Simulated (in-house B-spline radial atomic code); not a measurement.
Results of a calculation; reference values are marked as such.
# C6 from the polarisability at imaginary frequency: neutral beryllium

BHandHLYP linear response of the closed shell [He] 2s2, from an all-electron radial atomic-structure program (B-spline basis); non-relativistic, point nucleus, no spin-orbit coupling.

The dispersion coefficient of two like species is C6 = (3/π) ∫ α(iu)² du from 0 to ∞.

```csv
u (hartree),α(iu) (bohr³)
0,43.47
0.03,42.31
0.07,37.83
0.12,30.28
0.2,19.82
0.3,11.98
0.45,6.473
0.7,3.084
1,1.656
1.5,0.8118
2.5,0.3354
5,0.1053
```

**Question.** Fit one oscillator, α(iu) = α(0)/(1 + u²/ω²), through u = 0.07 and estimate C6.

**Answer.** From α(0)/α(iu) − 1 = 43.47/37.83 − 1 = 0.1491, ω = u/√0.1491 = 0.1813 hartree (4.9 eV). London's formula gives C6 = (3/4) α(0)² ω = 0.75 × 43.47² × 0.1813 = 256.9 hartree·bohr⁶, and the oscillator holds f = α(0) ω² = 1.43 electrons, of a sum of oscillator strengths of 4.0.

**Question.** How does that compare with the full integral?

**Answer.** The program's quadrature over all excitations gives C6 = 260.8, so the single oscillator is off by -1.5 %. At the last point the fit gives α = 0.0571 against 0.105: higher excitations, and deeper shells where there are any, keep the true curve higher at large u.
